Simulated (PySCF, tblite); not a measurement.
Isomers of C6H16OSSi. Level: GFN2-xTB in tblite, geometry and Hessian alike; calculated harmonic values, unscaled, isolated species. This tight-binding method is rough: wavenumbers can miss measured ones by several per cent, in bad cases by 10 to 20. Modes of hydrogen on silicon can be 10 to 20 % off. One conformer each.

Electronic energies: PBE0/pcSseg-1 single points on the GFN2-xTB geometries (PySCF, gas phase).

| SMILES | electronic energy, lowest = 0 (kcal/mol) |
| --- | --- |
| CCC(C)(C)O[SiH2]SC | 6.4 |
| CC[S@@](=O)CC[C@H](C)[SiH3] | 79.1 |
| CC(C)(C)CCS[SiH2]O | 0.0 |
| CC[S@@](=O)C[SiH2]C(C)C | 71.9 |
| C[C@@H](CCC[SiH3])[S@@](C)=O | 76.7 |

Problem. How do GFN2-xTB zero-point energies change the relative energies?

Solution. 
| SMILES | ZPE (kcal/mol) | of it from modes above 1550 cm⁻¹ | electronic (kcal/mol) | with ZPE, lowest = 0 (kcal/mol) | lowest mode (cm⁻¹) | rings |
| --- | --- | --- | --- | --- | --- | --- |
| CC(C)(C)CCS[SiH2]O | 130.9 | 67.9 | 0.0 | 0.0 | 20 | 0 |
| CCC(C)(C)O[SiH2]SC | 130.6 | 67.1 | 6.4 | 6.1 | 29 | 0 |
| CC[S@@](=O)C[SiH2]C(C)C | 129.7 | 66.9 | 71.9 | 70.7 | 39 | 0 |
| C[C@@H](CCC[SiH3])[S@@](C)=O | 128.0 | 65.5 | 76.7 | 73.8 | 30 | 0 |
| CC[S@@](=O)CC[C@H](C)[SiH3] | 128.3 | 65.4 | 79.1 | 76.6 | 25 | 0 |

The zero-point energies span 2.9 kcal/mol, from `C[C@@H](CCC[SiH3])[S@@](C)=O` to `CC(C)(C)CCS[SiH2]O`. The order is unchanged.

Problem. And how do the electronic energies of GFN2-xTB itself compare?

Solution. `CC(C)(C)CCS[SiH2]O` 0.3; `CCC(C)(C)O[SiH2]SC` 0.0; `CC[S@@](=O)C[SiH2]C(C)C` 73.3; `C[C@@H](CCC[SiH3])[S@@](C)=O` 70.3; `CC[S@@](=O)CC[C@H](C)[SiH3]` 71.1 kcal/mol, lowest = 0. Against the energies above, taken from the same isomer `CC(C)(C)CCS[SiH2]O`, the largest difference is 8.3 kcal/mol.

Problem. What do entropy and thermal enthalpy add at 298.15 K and 1 bar (rigid rotor, harmonic oscillator, one conformer each)?

Solution. 
```json
{"SMILES": "CCC(C)(C)O[SiH2]SC", "point group": "C1", "symmetry number": "1", "S (cal/(mol K))": "118.7", "H − H(0) (kcal/mol)": "9.30", "ZPE + H − H(0) − TS (kcal/mol)": "104.5"}
{"SMILES": "CC[S@@](=O)C[SiH2]C(C)C", "point group": "C1", "symmetry number": "1", "S (cal/(mol K))": "116.4", "H − H(0) (kcal/mol)": "9.17", "ZPE + H − H(0) − TS (kcal/mol)": "104.2"}
{"SMILES": "C[C@@H](CCC[SiH3])[S@@](C)=O", "point group": "C1", "symmetry number": "1", "S (cal/(mol K))": "118.0", "H − H(0) (kcal/mol)": "9.20", "ZPE + H − H(0) − TS (kcal/mol)": "102.0"}
```

Not tabulated: `CC(C)(C)CCS[SiH2]O` (lowest mode only 20 cm⁻¹); `CC[S@@](=O)CC[C@H](C)[SiH3]` (lowest mode only 25 cm⁻¹).
